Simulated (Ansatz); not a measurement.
Series SiXY, Y = fluoro, computed as singlets and as triplets. Gas-phase values, no solvent. One relaxed conformer stands for each flexible species; it need not be the lowest. Strings in code marks are SMILES.

Quantity: adiabatic spin-state energy, in kJ/mol. HF references are unrestricted for open shells and restricted for singlets. The restricted reference of `F[Si]F`, `F[Si]Cl` and `F[SiH]` is unstable towards unrestricted orbitals.

A: `F[Si]Cl`: multiplicity 3 minus multiplicity 1
B: `F[SiH]`: multiplicity 3 minus multiplicity 1
C: `O[Si]F`: multiplicity 3 minus multiplicity 1
D: `F[Si]F`: multiplicity 3 minus multiplicity 1

**Question.** Rank these by adiabatic spin-state energy (lowest first), as frozen-core CCSD(T)/cc-pVQZ // PBE0-D3(BJ)/def2-TZVP (Ansatz, a program for electronic structure) gives it.

**Answer.** B (161.0 kJ/mol), A (261.5 kJ/mol), C (291.6 kJ/mol), D (306.9 kJ/mol)
